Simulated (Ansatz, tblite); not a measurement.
Cost and result up the ladder for AlCu2 (the lowest doublet isomer of a short search) (3 atoms). Charge 0, multiplicity 2. Geometry: PBE-D4/def2-TZVP.

Cartesian coordinates in Å:
```
Al 1.174 -0.343 -0.794
Cu -1.271 -0.406 -0.361
Cu 0.097 0.749 1.155
```

Ansatz on 4 threads of AMD EPYC 9R45 on a shared host; xTB runs through tblite on one thread. Times are rough, summed over both states, and most runs start from the orbitals of an earlier one. No level here is sound enough to serve as a yardstick. The other state is a singlet.

The xTB rows come from tblite. The structure comes from a short search, and lower isomers may exist.

Run but left out: HF/def2-TZVPP, MP2/def2-TZVPP (doublet: ⟨S²⟩ 1.07, where a pure state has 0.75); CCSD/def2-TZVPP, CCSD(T)/def2-TZVPP (charge +1 singlet: restricted singlet, unstable towards broken spin symmetry).

Raw xTB energies of ions are shifted by several eV, and xTB has no spin-polarisation term.

```tsv
level	functions	wall time	vertical IE (eV)	remarks
GFN2-xTB	27	0.004 s	9.60	–
GFN1-xTB	27	0.005 s	11.85	–
PBE-D4/def2-TZVP	127	1.1 s	6.89	restricted SCF unstable in HF (+1 singlet)
r2SCAN-D4/def2-TZVP	127	2.9 s	6.92	restricted SCF unstable in HF (+1 singlet)
PBE0-D4/def2-TZVP (with forces)	127	3.5 s	6.69	restricted SCF unstable in HF (+1 singlet)
```
